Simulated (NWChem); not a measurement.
Molecule: SnIF₃; SMILES [F][Sn]([F])([F])[I]

def2 effective core potentials on Sn, I; no spin-orbit coupling.

Problem. Give the equilibrium geometry at PBE0/def2-SVP with def2 effective core potentials on Sn, I (NWChem) as a list of bonds and angles, with the point group.

Solution. point group C3v; any orientation.
Bonded distances (Å): F1–Sn2 1.913, Sn2–F3 1.913, Sn2–F4 1.913, Sn2–I5 2.625. Bond angles (°): F1–Sn2–F3 105.8, F1–Sn2–F4 105.8, F1–Sn2–I5 112.9, F3–Sn2–F4 105.8, F3–Sn2–I5 112.9, F4–Sn2–I5 112.9.
